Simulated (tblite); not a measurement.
C6H11FO, singlet, geometry from GFN2-xTB; tblite with GFN1-xTB.

Input for tblite:
```
$ tblite run mol.xyz --method gfn1 --charge 0 --spin 0 --efield 0,0,0.1 --json tblite.json --no-restart

# file mol.xyz
19

C     -1.02746062    -0.80371299     1.46434475
C     -0.74373712     0.01639828     0.24598010
C     -1.59129193     0.96172099    -0.12646761
F     -1.39032724     1.73608407    -1.21477901
C      0.50691632    -0.26617688    -0.55163873
C      0.29148892    -1.46810219    -1.47513336
C      1.72269856    -0.50369535     0.34936205
O      1.87692767     0.59894538     1.21676545
H     -0.31158495    -0.55609502     2.24595766
H     -2.02844664    -0.60539193     1.83745066
H     -0.93890429    -1.86522400     1.24134097
H     -2.51225241     1.21774506     0.37554419
H      0.71807672     0.61463748    -1.16472565
H      0.08772913    -2.36793132    -0.89880917
H      1.17705170    -1.64170097    -2.08194115
H     -0.55036131    -1.28161703    -2.13651593
H      2.61104151    -0.62183918    -0.28761194
H      1.59273281    -1.43193555     0.92489524
H      2.70075702     0.50444144     1.70461943
```

### Question
What does tblite print? Leave out banner, timings and long lists.

### Answer

```
xTB calculator
 | screened Coulomb repulsion
 | Coulomb electrostatics
 |  * isotropic Klopman-Ohno-Mataga-Nishimoto electrostatics
 |  * onsite third-order electrostatics
 | DFT-D3(BJ) dispersion correction
 | Interactions (1)
 | [1] electric field

halogen bonding energy    0.0000000000000E+00 Eh
repulsion energy          3.0436982622024E-01 Eh
dispersion energy        -7.8799219098981E-03 Eh
interaction energy        0.0000000000000E+00 Eh
number of electrons       4.8000000000000E+01 e
integral cutoff           1.9731147476801E+01 bohr

------------------------------------------------------------
  cycle        total energy    energy error   density error
------------------------------------------------------------
      1     -28.33955795423  -2.8636048E+01   3.8257630E-01
      2     -28.43886003800  -9.9302084E-02   2.2027891E-01
      3     -28.44200806402  -3.1480260E-03   4.2663926E-02
      4     -28.44465151486  -2.6434508E-03   7.5201336E-03
      5     -28.44503743840  -3.8592354E-04   1.8346723E-03
      6     -28.44505206225  -1.4623847E-05   4.9293082E-04
      7     -28.44505256535  -5.0310788E-07   2.0392642E-04
      8     -28.44505285424  -2.8888685E-07   3.0202308E-05
      9     -28.44505285760  -3.3639829E-09   4.5341194E-06
------------------------------------------------------------

electronic energy        -2.8741542761915E+01 Eh
total energy             -2.8445052857605E+01 Eh

Post processing:
 | Mayer-Wiberg bond orders

[Info] JSON dump of results written to 'tblite.json'
```
